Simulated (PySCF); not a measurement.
## Working out the ionisation energy of Cr⁺

Cr⁺ [Ar] 3d5 (6S) → Cr²⁺ [Ar] 3d4 (5D). Calculation: PySCF 2.14, in x2c-SVPall (5s3p3d1f, 36 functions); the spin-free X2C one-electron Hamiltonian (Gaussian nucleus). Frozen: [Ar]. Energies in hartree (1 hartree = 27.21139 eV):

```csv
part,Cr⁺ (lower),Cr²⁺ (upper)
UHF,-1049.255513,-1048.706543
MP2 opposite-spin,0.000000,0.000000
MP2 same-spin,-0.049632,-0.021340
```

Problem. What does Hartree-Fock give?

Solution. (-1048.706543) − (-1049.255513) = 0.548970 hartree = 14.938 eV.

Problem. What do MP2 and SCS-MP2 (6/5 opposite-spin, 1/3 same-spin) give?

Solution. The opposite-spin parts differ by 0.000 eV and the same-spin parts by 0.770 eV. MP2: 14.938 + (0.000) + (0.770) = 15.708 eV. SCS-MP2: 14.938 + 1.2 × (0.000) + (0.770)/3 = 15.195 eV.

Reference: 16.486 eV (measured; NIST Atomic Spectra Database, ionization energies), between the lowest levels; spin-orbit coupling is absent from the calculation.

A double-zeta basis recovers only part of the correlation energy.

What remains against the reference includes basis incompleteness, the frozen core and correlation beyond second order.
